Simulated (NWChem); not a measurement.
# CrS2ClF; SMILES [F][Cr](=[S])(=[S])[Cl]

B3LYP is NWChem's, with the RPA form of VWN correlation.

Problem. Give the equilibrium geometry at B3LYP/6-31G* (spherical d) (NWChem) as a Z-matrix, with the point group.

Solution. point group Cs; any orientation.
```
Cr
F 1 1.6984
S 1 1.9752 2 109.83
S 1 1.9752 2 109.83 3 120.29
Cl 1 2.1343 2 110.48 3 -119.86
```
